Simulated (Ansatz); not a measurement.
Consider the ligand exchange at the Sb–F bond: `[F][SbH][SiH3]` + CH₃OH → `C[O][SbH][SiH3]` + H–F.

Computed with Ansatz on PBE0-D4/def2-TZVP structures; ΔE is electronic, products minus reactants. CCSD(T)/CBS is the MP2 limit (def2-TZVPP, def2-QZVPP) plus CCSD(T) − MP2 in def2-TZVPP, frozen cores. This one scheme is used for every species. DFT in def2-TZVPP. HSE06 is defined as in plane-wave codes. Elements past krypton have def2 core potentials. For Sb outer-core shells are correlated without core-valence functions, which leaves a few kJ/mol of doubt a bond. Each species was taken in one conformer, which may not be the lowest.

`[F][SbH][SiH3]`:

Cartesian coordinates in Å:
```
F -1.876 1.388 0.832
Sb 0.019 1.250 1.170
Si 0.295 -0.898 -0.254
H 0.462 2.188 -0.199
H -0.435 -0.773 -1.541
H -0.214 -2.070 0.504
H 1.749 -1.085 -0.512
```

CH₃OH:

Cartesian coordinates in Å:
```
C -0.018 -0.229 0.272
O -0.075 1.020 -0.377
H -0.235 -0.052 1.326
H 0.974 -0.692 0.202
H -0.763 -0.936 -0.115
H 0.116 0.889 -1.308
```

`C[O][SbH][SiH3]`:

Z-matrix (Å, degrees):
```
C
O 1 1.405
H 1 1.099 2 112.0
H 1 1.099 2 112.8 3 122.2
H 1 1.094 2 107.9 3 -118.8
Sb 2 1.981 1 117.0 3 -69.0
Si 6 2.580 2 90.6 1 162.6
H 6 1.725 2 95.8 1 72.6
H 7 1.486 6 109.5 2 74.7
H 7 1.484 6 110.7 2 -46.4
H 7 1.489 6 108.4 2 -166.9
```

H–F:

```xyz
2

F     0.388   -0.210   -0.129
H    -0.388    0.210    0.129
```

| level | ΔE (kJ/mol) | difference from CCSD(T)/CBS |
| --- | --- | --- |
| LDA (SPW92) | 28.7 | 3.6 |
| BLYP-D4 | 34.1 | 9.0 |
| PBE0-D4 | 31.7 | 6.6 |
| r2SCAN0-D4 | 33.4 | 8.3 |
| HSE06-D4 | 31.5 | 6.4 |
| PBE | 38.9 | 13.8 |
| HSE06 | 36.6 | 11.5 |
| BHLYP | 43.4 | 18.3 |
| CCSD(T)/def2-SVP | 29.6 | 4.5 |
| HF/def2-TZVPP | 47.0 | 21.9 |
| MP2/def2-TZVPP | 15.2 | -9.9 |
| CCSD/def2-TZVPP | 25.9 | 0.8 |
| HF/def2-QZVPP | 49.6 | 24.5 |
| MP2/def2-QZVPP | 17.9 | -7.2 |
| HF/CBS(def2) | 50.0 | 24.9 |
| CCSD/CBS(def2) | 28.9 | 3.8 |
| CCSD(T)/CBS | 25.1 | 0 |

Largest T1 diagnostic among the species: 0.014.

At CCSD(T), def2-SVP lies +4.5 kJ/mol from the extrapolated value and def2-TZVPP −3.0 kJ/mol. The D4 term adds −9.7 kJ/mol with B3LYP and −5.4 kJ/mol with PBE0; it sums over pairs of atoms, weighted by their polarisabilities, and B3LYP, whose exchange is more repulsive, gets the larger term. Leaving LDA and LC-ωPBE aside and taking each functional with its dispersion term where it has one, the values, not all of them listed here, spread over 13.0 kJ/mol, from PBE-QIDH to B97M-V. LDA lies −10.2 kJ/mol from PBE without D4.

B3LYP here is the variant with VWN-RPA as its local correlation; programs differ in this.
